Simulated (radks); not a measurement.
W LX, configuration [Ne] 3s2 3p3. Method: scalar-relativistic Kohn-Sham, PBE, spin-unpolarised, spherical densities, point nucleus; computed with a radial shooting solver on a logarithmic mesh with Libxc functionals.

Normalised radial functions P(r) = r R(r), r in bohr:

```
   r/bohr * 1s, o 2p (the largest magnitude, 6.54, reaches the edge; | marks zero, & curves that meet)
 0.002218 |o                         *
 0.002461 |o                           *
 0.002753 |o                             *
 0.003055 |o                                *
 0.003417 |o                                  *
 0.003791 |o                                    *
  0.00424 | o                                      *
 0.004705 | o                                        *
 0.005221 | o                                          *
 0.005839 |  o                                           *
 0.006479 |  o                                             *
 0.007247 |   o                                              *
 0.008042 |    o                                               *
 0.008995 |     o                                               *
 0.009981 |     o                                                *
  0.01116 |       o                                              *
  0.01239 |        o                                             *
  0.01374 |         o                                           *
  0.01537 |           o                                        *
  0.01706 |            o                                     *
  0.01908 |              o                                *
  0.02117 |                o                           *
  0.02368 |                   o                    *
  0.02628 |                     o              *
  0.02939 |                       o        *
  0.03261 |                         o *
  0.03618 |                       *   o
  0.04047 |                  *         o
  0.04491 |              *              o
  0.05023 |          *                   o
  0.05574 |       *                      o
  0.06234 |     *                        o
  0.06917 |   *                        o
  0.07737 | *                        o
  0.08585 |*                       o
  0.09526 |*                    o
   0.1066 *                 o
   0.1182 *              o
   0.1322 *          o
   0.1467 *       o
   0.1641 *     o
   0.1821 *   o
   0.2037 * o
    0.226 *o
   0.2508 *o
   0.2805 &
   0.3113 &
   0.3482 &
   0.3863 &
   0.4321 &
   0.4794 &
   0.5363 &
    0.595 &
```

1s: eigenvalue -74170 eV, 0 radial nodes, <r> = 0.0183 bohr, 90 % of the charge inside 0.0334 bohr. 2p: eigenvalue -15005.7 eV, 0 radial nodes, <r> = 0.0685 bohr, 90 % of the charge inside 0.111 bohr.
